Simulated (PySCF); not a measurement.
Mass spectrum arithmetic for `N#C[Se]C[SiH2]N`

Species: `N#C[Se]C[SiH2]N`.

Calculated from tabulated atomic weights, isotope masses and abundances; no fragmentation.

Task: Find the molar and monoisotopic masses of C2H6N2SeSi.

Result: For C2H6N2SeSi, with standard atomic weights, 2 × 14.007 + 2 × 12.011 + 1 × 78.971 + 1 × 28.085 + 6 × 1.008 = 165.140 g/mol. From the most abundant isotopes (14N, 12C, 80Se, 28Si, 1H), 2 × 14.003074 + 2 × 12.000000 + 1 × 79.916521 + 1 × 27.976927 + 6 × 1.007825 = 165.9465 u.

Task: Work out the cluster of the molecular ion M+•, one line a nominal mass.

Result: 
| nominal mass | m/z (centroid) | relative intensity |
| --- | --- | --- |
| 160 | 159.9520 | 1.8 |
| 161 | 160.9524 | 0.1 |
| 162 | 161.9487 | 18.6 |
| 163 | 162.9494 | 16.6 |
| 164 | 163.9468 | 49.0 |
| 165 | 164.9471 | 4.3 |
| 166 | 165.9460 | 100.0 |
| 167 | 166.9464 | 8.0 |
| 168 | 167.9457 | 20.8 |
| 169 | 168.9465 | 1.5 |
| 170 | 169.9433 | 0.6 |

Lines under 0.1 % of the tallest are left out. One electron mass, 0.00055 u, is taken off. Abundances used (%; other tables differ somewhat): 14N 99.632, 15N 0.368; 12C 98.93, 13C 1.07; 74Se 0.89, 76Se 9.37, 77Se 7.63, 78Se 23.77, 80Se 49.61, 82Se 8.73; 28Si 92.2297, 29Si 4.6832, 30Si 3.0872; 1H 99.9885, 2H 0.0115.

Task: Protons, neutrons, electrons, and exact less nominal mass of the monoisotopic species?

Result: 80 protons, 86 neutrons and 80 electrons; 165.9465 − 166 = -0.0535 u.

Task: Which m/z would the protonated, sodiated and deprotonated molecule have?

Result: [M+H]+ 166.9538, [M+Na]+ 188.9358, [M−H]− 164.9393, for the monoisotopic species (arithmetic only; whether such ions form is another matter).

Task: What resolving power m/Δm just matches the spacing of the species with one 30Si and with one 82Se?

Result: They lie 0.00333 u apart at mass 167.94, so m/Δm is about 50000.
